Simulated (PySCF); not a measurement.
Vertical excitations of a molecule C3H4O3 from PySCF with TDDFT-CAM-B3LYP/def2-SVPD, as energy in eV (oscillator strength): 7.11 (0.000), 7.95 (0.000), 8.22 (0.014), 8.23 (0.010), 8.55 (0.000), 8.78 (0.061), 9.04 (0.295), 9.14 (0.024), 9.31 (0.010), 9.48 (0.003). Lowest triplet (TDA): 6.65 eV. Coordinates come from a B3LYP-D3(BJ)/def2-SVP optimisation. The geometry has at least one imaginary mode, so it is a saddle point at that level. The values are those of a single conformer.

Question: Identify the compound among the candidates.
(A) O=CC1OCO1
(B) CC1OC(=O)O1
(C) O=C1OCCO1

Answer: C, O=C1OCCO1
